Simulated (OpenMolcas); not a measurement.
Cr4+ among 6 point charges of -2.2 e arranged as a tetragonal octahedron (D4h). The axial distance is 1.1 times the equatorial one, R.

- Program: OpenMolcas 26.06
- Method: CASSCF
- Basis: ANO-RCC-VDZP [5s4p2d1f]
- Scalar Hamiltonian: DKH2, point nucleus
- Active space: 2 electrons in 5 orbitals (3d)
- State averaging: 2S+1 = 3 even, 10 roots; 2S+1 = 1 even, 15 roots
- Spin-orbit coupling: RASSI with atomic mean-field integrals over the reference wave functions

All point charges move together. At R = 1.96 Å the first state of the same spin is 875 cm-1, and at R = 2.36 Å it is 400 cm-1.

A third run gives 600.6 cm-1. What distance was it run at?

With a power law R^-n the two known points give n = -ln(400 / 875) / ln(2.36 / 1.96) = 4.21. Then R = 1.96 × (875 / 600.6)^(1/4.21) = 2.143 Å. The run was at 2.14 Å, so the estimate is off by +0.003 Å.

Without dynamic correlation the repulsion within the d shell is too large (B by tens of per cent), so at a given field states of lower spin stand too high. The ground term spreads over less than 5000 cm-1, several times less than with real ligands, so orbital moments are less quenched and χT lies further from the spin-only value than at real sites (holds for R = 2.14; R = 2.36). Spin-orbit coupling mixes the spin-free states strongly: the lowest level takes only 67 % from its leading state, 3A2 (holds for R = 2.36). Point charges carry no covalency, so the field is a model and not that of real ligands. No measured value stands beside these numbers.
